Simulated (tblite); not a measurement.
Species: C5H7OS (doublet state).
Geometry (GFN2-xTB, Å), atoms numbered from 1 in this order:
```
atom  x, y, z in Å
S1    -2.6680   -0.4706   -0.7705
C2    -1.3120   -1.1008    0.5047
C3    -0.0988   -0.3569    0.3978
C4     0.9269   -0.4370   -0.6885
C5     1.7068    0.8133   -0.4212
C6     1.1451    1.4446    0.6120
O7     0.0633    0.7969    1.1124
H8    -2.7250    0.7480   -0.2457
H9    -1.2134   -2.1363    0.1982
H10   -1.8052   -1.0013    1.4655
H11    0.4672   -0.4456   -1.6870
H12    1.5424   -1.3432   -0.6215
H13    2.5635    1.1259   -0.9818
H14    1.4065    2.3625    1.1035
```

Method: GFN2-xTB as coded in tblite; computed harmonic values from a numerical Hessian at the method's own geometry, unscaled. The method is semi-empirical: single wavenumbers can be off by several per cent or more. Modes of hydrogen on sulfur can be 10 to 20 % off. One conformer, not necessarily the lowest. Open shells enter through the occupations alone, without spin polarisation, and single modes of such species can be off by tens of per cent.

Harmonic wavenumbers (cm⁻¹): 80.7, 83.8, 193.7, 221.6, 314.8, 376.4, 423.6, 506.0, 623.5, 710.6, 747.7, 815.6, 816.3, 860.6, 882.6, 915.8, 1004.0, 1051.2, 1060.7, 1083.4, 1126.0, 1144.1, 1215.7, 1228.8, 1288.5, 1355.6, 1424.4, 1432.7, 1605.2, 2464.9, 2841.3, 2897.1, 3033.7, 3051.8, 3154.3, 3185.3.

A = 4977, B = 1293, C = 1220 MHz; mass 115.022 u (most abundant isotopes); point group C1, symmetry number 1; spin multiplicity 2.

What is the zero-point energy?

½Σν̃ = 22611 cm⁻¹ = 270.49 kJ/mol.

Give the ideal-gas entropy at 200 K and 1 bar in the rigid-rotor, harmonic-oscillator model (classical rotation).

Translation 159.74, rotation 112.62, vibration 47.00, spin (R ln 2) 5.76: S = 325.1 J/(mol K).

And Cp and H(200 K) − H(0)?

Cp = 89.98 J/(mol K), of which vibrations give 56.72 (their classical limit is 36 R = 299.3); H(200 K) − H(0) = 12.04 kJ/mol without the zero-point energy, 5.38 from vibrations.

Which modes carry the vibrational entropy at 200 K?

80.7 cm⁻¹: 12.95; 83.8 cm⁻¹: 12.65; 193.7 cm⁻¹: 6.20; 221.6 cm⁻¹: 5.27; 314.8 cm⁻¹: 3.09; 376.4 cm⁻¹: 2.18 J/(mol K); the other 30 give 4.66 together.

Blend soft modes into free rotors: weight 1/[1 + (100 cm⁻¹/ν̃)⁴] for the oscillator and the rest for a rotor with moment μB/(μ + B), μ = h/(8π²ν), B = 10⁻⁴⁴ kg m². What vibrational entropy results?

44.87 J/(mol K) in place of 47.00, which changes −T·S at 200 K by +0.43 kJ/mol.

How do the functions run with temperature in this model?

```
T (K)  S (J/(mol K))  Cp (J/(mol K))  H − H(0) (kJ/mol)  G − H(0) (kJ/mol)  ln q(vib)
  100          274.3            60.5               4.54             -22.89       0.86
  300          367.9           123.7              22.70             -87.67       4.07
  500          445.7           182.6              53.68            -169.19       7.58
  800          544.3           235.6             117.22            -318.23      12.85
 1000          599.4           257.6             166.66            -432.72      16.16
```

q(vib) and H(0) count from the zero-point level.

Hindered rotation and anharmonicity are outside this model. Other conformers, if any are populated, would add a mixing term that is left out. The structure is chiral; the term R ln 2 for an equal mix with its mirror image is left out.
